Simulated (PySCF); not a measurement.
# State search for CaBr

Unrestricted PBE0; PySCF, no relativity, basis sets Ca def2-TZVPP, Br def2-TZVPP. Outer shells of the fragments: Ca 4s2; Br 3d10 4s2 4p5.

Followed along the bond (rough minima from three points):

```json
{"2Ms+1": "2", "unpaired": "σ ↑", "⟨S²⟩ at the start": "0.75", "R at minimum (Å)": "2.60", "Te (eV)": "0.00"}
{"2Ms+1": "4", "unpaired": "σ ↑, π ↑↑", "⟨S²⟩ at the start": "3.75", "R at minimum (Å)": "none in the scan", "Te (eV)": "≤ 5.48"}
```

Solutions found at the starting distance of 2.705 Å, counted from the lowest of them; the search is not exhaustive and high or unbound solutions are not listed, so other states can lie among these:

| 2Ms+1 | unpaired | term | E (eV) | ⟨S²⟩ | ⟨Lz²⟩ | μ (D) |
| --- | --- | --- | --- | --- | --- | --- |
| 2 | σ ↑ | ²Σ⁺ | 0.00 | 0.75 | 0.00 | -4.68 |
| 2 | π ↑ | ²Π | 1.68 | 0.75 | 1.00 | -4.83 |
| 2 | δ ↑ | ²Δ | 2.10 | 0.75 | 4.00 | -8.89 |
| 4 | σ ↑, π ↑↑ | mixed | 5.64 | 3.75 | 2.02 | 2.41 |
| 4 | σ ↑, π ↑↑ | mixed | 5.75 | 3.75 | 2.01 | 3.69 |
| 4 | σ ↑↑, π ↑ | mixed | 5.84 | 3.75 | 1.46 | 5.21 |

A term symbol is given only where ⟨S²⟩ and ⟨Lz²⟩ are close to those of a pure state; real π, δ and φ orbitals otherwise mix terms. A positive dipole means Ca(−)Br(+).

Spin–orbit coupling is left out. Counting both spins, an empty level lies below a filled one in some of these solutions, because spin and occupation are held.
